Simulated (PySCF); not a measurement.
Ground-state electric properties of a mixed set of molecules.

All values: CAM-B3LYP/def2-SVPD (PySCF) at GFN2-xTB geometries, gas phase, one conformer each. Core orbitals are frozen in the response; Δα² is half the sum of the squared differences of the principal polarisabilities.

Question: Rank by dipole moment, highest first.
A. `C#C[SiH]1N[SiH2]N1`
B. `[CH2:1]=[CH:2][P:3]=[C:4]=[CH:5][CH3:6]` with C1–C2–P3–C4 179°
C. `[CH3:1]/[CH:2]=[CH:3]\[CH2:4][CH2:5][NH:6][CH3:7]` with C2–C3–C4–C5 123°, C3–C4–C5–N6 -62°, C4–C5–N6–C7 -69°

Answer: B (1.55 D), C (1.15 D), A (0.40 D).

Question: Rank by mean static polarisability, lowest first.
A. `C1=CCC=CP1`
B. `C=CP=C=CC`
C. `C=C(CC)N(C)C`
D. `C/C=C\CCNC`

Answer: A (11.79 Å³), D (12.16 Å³), C (12.43 Å³), B (14.34 Å³).

Question: Rank by HOMO–LUMO gap, highest first.
A. `C/C=C\CCNC`
B. `C1=CPC=CC1`
C. `C=C(CC)N(C)C`
D. `C=CP=C=CC`

Answer: A (8.93 eV), B (8.73 eV), C (8.29 eV), D (7.53 eV).

All values together:

```json
{"SMILES": "C/C=C\\CCNC", "formula": "C6H13N", "μ (D)": "1.15", "HOMO (eV)": "-7.65", "LUMO (eV)": "1.28", "α (Å³)": "12.16", "Δα (Å³)": "3.12", "electrons": "56", "α per electron (Å³)": "0.217"}
{"SMILES": "C=CP=C=CC", "formula": "C5H7P", "μ (D)": "1.55", "HOMO (eV)": "-7.89", "LUMO (eV)": "-0.35", "α (Å³)": "14.34", "Δα (Å³)": "13.31", "electrons": "52", "α per electron (Å³)": "0.276"}
{"SMILES": "C#C[SiH]1N[SiH2]N1", "formula": "C2H6N2Si2", "μ (D)": "0.40", "HOMO (eV)": "-8.42", "LUMO (eV)": "0.23", "α (Å³)": "12.14", "Δα (Å³)": "5.23", "electrons": "60", "α per electron (Å³)": "0.202"}
{"SMILES": "C=C(CC)N(C)C", "formula": "C6H13N", "μ (D)": "1.25", "HOMO (eV)": "-6.99", "LUMO (eV)": "1.30", "α (Å³)": "12.43", "Δα (Å³)": "3.31", "electrons": "56", "α per electron (Å³)": "0.222"}
{"SMILES": "C1=CPC=CC1", "formula": "C5H7P", "μ (D)": "1.19", "HOMO (eV)": "-7.64", "LUMO (eV)": "1.10", "α (Å³)": "11.79", "Δα (Å³)": "5.50", "electrons": "52", "α per electron (Å³)": "0.227"}
```

Conformers: `[CH3:1]/[CH:2]=[CH:3]\[CH2:4][CH2:5][NH:6][CH3:7]` with C2–C3–C4–C5 123°, C3–C4–C5–N6 -62°, C4–C5–N6–C7 -69°; `[CH2:1]=[CH:2][P:3]=[C:4]=[CH:5][CH3:6]` with C1–C2–P3–C4 179°; `[CH2:1]=[C:2]([CH2:3][CH3:4])[N:5]([CH3:6])[CH3:7]` with C1–C2–C3–C4 113°; `[CH:1]1=[CH:2][PH:3][CH:4]=[CH:5][CH2:6]1` with C1–C2–P3–C4 -33°, C2–P3–C4–C5 33°, C4–C5–C6–C1 -35°, C2–C1–C6–C5 35°.
